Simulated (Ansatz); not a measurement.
`[OH][Sn][O][SiH3]`, charge 0, multiplicity 1.

Task: Give a relaxed structure at PBE0-D4/def2-TZVP (Ansatz 0.2.0). (Estimate.)

Result: Computed: 
Z-matrix (Å, degrees):
```
Si
O 1 1.628
H 1 1.488 2 110.6
H 1 1.488 2 110.7 3 -120.9
H 1 1.497 2 111.3 3 119.6
Sn 2 1.989 1 141.7 3 -121.2
O 6 1.971 2 97.6 1 -0.0
H 7 0.963 6 116.4 2 0.2
```
Point group Cs.
